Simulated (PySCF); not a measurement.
**Which determinant of MnBr lies lowest?**

Unrestricted PBE0; basis Mn ANO-RCC-VDZP, Br ANO-RCC-VDZP; spin-free X2C with a Gaussian nucleus; PySCF 2.14. Outer shells of the fragments: Mn 3d5 4s2; Br 3d10 4s2 4p5.

Followed along the bond (rough minima from three points):

```csv
2Ms+1,unpaired,⟨S²⟩ at the start,R at minimum (Å),Te (eV)
7,"σ ↑↑, π ↑↑, δ ↑↑",12.00,2.40,0.00
5,"π ↑↑, δ ↑↑",6.74,2.33,0.67
3,"π ↑↓, δ ↑↑",3.70,2.30,2.59
1,"π ↓↓, δ ↑↑",2.62,2.29,3.37
```

Solutions found at the starting distance of 2.235 Å, counted from the lowest of them; the search is not exhaustive and high or unbound solutions are not listed, so other states can lie among these:

| 2Ms+1 | unpaired | term | E (eV) | ⟨S²⟩ | ⟨Lz²⟩ | μ (D) |
| --- | --- | --- | --- | --- | --- | --- |
| 7 | σ ↑↑, π ↑↑, δ ↑↑ | ⁷Σ⁺ | 0.00 | 12.00 | 0.00 | -2.37 |
| 5 | π ↑↑, δ ↑↑ | mixed | 0.57 | 6.74 | 0.00 | -2.96 |
| 5 | σ ↑, π ↑, δ ↑↑ | ⁵Π | 1.80 | 6.02 | 1.01 | -5.17 |
| 5 | σ ↑, π ↑↑, δ ↑ | ⁵Δ | 1.94 | 6.02 | 4.00 | -5.57 |
| 5 | σ ↑↑, π ↑↓, δ ↑↑ | mixed | 2.29 | 7.00 | 2.00 | -2.03 |
| 3 | π ↑↓, δ ↑↑ | mixed | 2.46 | 3.70 | 2.00 | -2.77 |
| 5 | σ ↑, π ↑, δ ↑↑ | mixed | 3.10 | 6.05 | 2.46 | -1.30 |
| 3 | σ ↓, π ↑, δ ↑↑ | mixed | 3.13 | 2.97 | 1.20 | -4.03 |
| 3 | σ ↑, π ↓, δ ↑↑ | mixed | 3.23 | 3.01 | 1.06 | -5.02 |
| 1 | π ↓↓, δ ↑↑ | mixed | 3.23 | 2.62 | 0.00 | -2.96 |
| 3 | σ ↑, π ↑↓, δ ↑ | mixed | 3.37 | 3.01 | 6.07 | -5.39 |
| 3 | σ ↓, π ↑, δ ↑↑ | mixed | 3.49 | 2.79 | 3.58 | -2.22 |
| 7 | σ ↑, π ↑↑↑, δ ↑↑ | ⁷Π | 3.51 | 12.04 | 1.00 | -4.13 |
| 3 | π ↑, δ ↑ | mixed | 3.63 | 2.55 | 4.97 | -3.43 |

A term symbol is given only where ⟨S²⟩ and ⟨Lz²⟩ are close to those of a pure state; real π, δ and φ orbitals otherwise mix terms. A positive dipole means Mn(−)Br(+).

Compare the gap between the two lowest followed solutions at the starting distance with the gap between their minima.

At PBE0 the second solution (Ms = 2 of mixed spin, unpaired electrons π ↑↑, δ ↑↑) lies +0.57 eV from the first (septet, unpaired electrons σ ↑↑, π ↑↑, δ ↑↑) at 2.235 Å and +0.67 eV at the minima; the two curves relax by different amounts, since their minima lie near 2.33 and 2.40 Å.

Spin–orbit coupling is left out. The state is the lowest single determinant that the PBE0 search found; with open d or f shells the true ground state can be another one.
